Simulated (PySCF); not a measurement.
Computed vibrations of [PbBr3]−

[PbBr3]− (singlet). PySCF 2.14.0, RKS PBE, Pb def2-SVP with ECP60, Br def2-SVP; non-relativistic Hamiltonian with scalar-relativistic core potentials where named; density fitting; no spin-orbit coupling. Central differences of gradients.

```xyz
4

Pb   -0.0238    0.0000    0.0000
Br   -1.3806    0.0000    2.5210
Br   -1.3806    0.0000   -2.5210
Br    2.8239    0.0000    0.0000
```

Run from Python with OMP_NUM_THREADS=2. Where DIIS fails, smearing, a level shift and second-order steps follow.
It took 54 s on 2 threads of Arm Neoverse V1 (shared host).

Task: What are the harmonic wavenumbers and infrared intensities?

Result: Modes are labelled in C2v; negative numbers are unstable modes, those under 60 cm⁻¹ near the noise; a finer grid moves soft modes by up to 10 cm⁻¹.
| cm⁻¹ | km/mol | symmetry |
| --- | --- | --- |
| -62 | – | b1 |
| 23 | 0.1 | a1 |
| 30 | 0.0 | b2 |
| 147 | 3.5 | a1 |
| 152 | 62.3 | b2 |
| 156 | 53.3 | a1 |

Task: Is this a minimum?

Result: Probably not: 1 unstable, though so soft as to be near the noise; the lowest moves the atoms so:
```
Pb   0.00  0.55  0.00
Br   0.00 -0.49  0.00
Br   0.00 -0.49  0.00
Br   0.00 -0.47  0.00
```
